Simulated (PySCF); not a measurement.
## From computed data to an observable: oscillator strength and radiative lifetime

C₂H₈BN₃, SMILES NB1NCCN1.

Geometry: B3LYP-D3(BJ)/def2-SVP. The structure was generated by enumeration, and PubChem lists no compound with its InChIKey, so it may never have been made. Other conformers were not sampled.

TDA-PBE/def2-SVPD in PySCF puts the first singlet state with f over 0.02 at 6.28 eV (vertical), with the transition dipole (-0.415, -0.089, 0.000) in atomic units.

Question: Find the oscillator strength, the wavelength and the radiative lifetime that this transition would have in vacuum if emission retraced absorption.

Answer: 
|μ|² = 0.1801 au, so |μ| = 1.08 D. ΔE = 6.28/27.211 = 0.2308 hartree. f = (2/3) ΔE |μ|² = 0.028 (the program prints 0.028).
λ = 1239.84/6.28 = 197 nm; ν = 50652 cm⁻¹.
Einstein's coefficient A = 0.6670 ν² f s⁻¹ (ν in cm⁻¹) = 4.7e7 s⁻¹, so τ = 1/A = 21 ns. This state is S8; the lower singlets have f = 0.000, 0.005, 0.001, 0.000, 0.001, 0.000, 0.000. The figure is the radiative limit of this one transition; relaxation, internal conversion, crossing to triplets and a medium change what is measured.
